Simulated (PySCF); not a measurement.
Steps of a relaxation of [Pb(NH2)2]2+

[Pb(NH2)2]2+ (singlet). PySCF 2.14.0, RKS PBE0, Pb def2-SVP with ECP60, N def2-SVP, H def2-SVP; non-relativistic Hamiltonian with scalar-relativistic core potentials where named; density fitting; no spin-orbit coupling. Origin of the start: displaced along the imaginary mode. Columns: position (Å) and force (eV/Å). Energies are counted from the last step; some of the 14 steps are shown. Forces carry noise of the integration grid, about 0.01 to 0.03 eV/Å.

Run from Python with OMP_NUM_THREADS=2. Where DIIS fails, smearing, a level shift and second-order steps follow.
It took 62 s on 2 threads of Intel(R) Xeon(R) Platinum 8259CL CPU @ 2.50GHz (Skylake/Cascade Lake), on a shared host, from the converged density of the start.

```xyz
7
step 0  E = 0.098 eV
Pb    0.0000    0.0000   -0.0809     0.00    0.00    0.07
N     1.9982   -0.0227    0.5703     0.93    0.23   -0.77
H     2.5590   -0.7319   -0.0045    -0.51    0.85    0.61
H     2.4405    0.9443    0.4323    -0.39   -1.09    0.13
N    -1.9982    0.0227    0.5703    -0.93   -0.23   -0.77
H    -2.5590    0.7319   -0.0045     0.51   -0.85    0.61
H    -2.4405   -0.9443    0.4323     0.39    1.09    0.13
```

```xyz
7
step 4  E = 0.010 eV
Pb    0.0000    0.0000   -0.0890     0.00    0.00    0.04
N     1.9988   -0.0575    0.5447    -0.01    0.00   -0.04
H     2.5649   -0.6694   -0.0775    -0.01    0.07    0.02
H     2.4163    0.8965    0.5349     0.00   -0.07    0.00
N    -1.9988    0.0575    0.5447     0.01    0.00   -0.04
H    -2.5649    0.6694   -0.0775     0.01   -0.07    0.02
H    -2.4163   -0.8965    0.5349     0.00    0.07    0.00
```

```xyz
7
step 9  E = 0.002 eV
Pb    0.0000    0.0000   -0.0539     0.00    0.00    0.00
N     2.0038   -0.1188    0.5128     0.14    0.09   -0.07
H     2.5775   -0.5732   -0.2297    -0.08    0.09    0.12
H     2.3923    0.8322    0.7015    -0.05   -0.18   -0.05
N    -2.0038    0.1188    0.5128    -0.14   -0.09   -0.07
H    -2.5775    0.5732   -0.2297     0.08   -0.09    0.12
H    -2.3923   -0.8322    0.7015     0.05    0.18   -0.05
```

Where does the relaxation end?

It converges at step 13 in C2:
```xyz
7
step 13  E = 0
Pb    0.0000    0.0000   -0.0527
N     2.0048   -0.1163    0.5130
H     2.5756   -0.5718   -0.2249
H     2.3953    0.8302    0.6959
N    -2.0048    0.1163    0.5130
H    -2.5756    0.5718   -0.2249
H    -2.3953   -0.8302    0.6959
```

How did the contacts change?


```csv
contact,start (Å),end (Å)
Pb1–N2 (NH2),2.102,2.086
Pb1–N5 (NH2),2.102,2.086
```
